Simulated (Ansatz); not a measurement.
Input for Ansatz (development build ahead of 0.2.0):

```yaml
crystal:
  periodic: [false, false, false]
  atoms:
    - { symbol: Br, position_ang: [0.0, 0.0, 0.0] }
basis:
  gaussian: { orbitals: pcseg-2 }
magnetization:
  initial_magnetization: 1
hamiltonian:
  xc: { name: wB97X }
```

The input is written out in the form of the current development build from the run's settings.

Output:

| Item | Value |
| --- | --- |
| Converged | yes |
| Total energy | -2574.18382 hartree |
| Spin squared of the determinant | 0.750 |
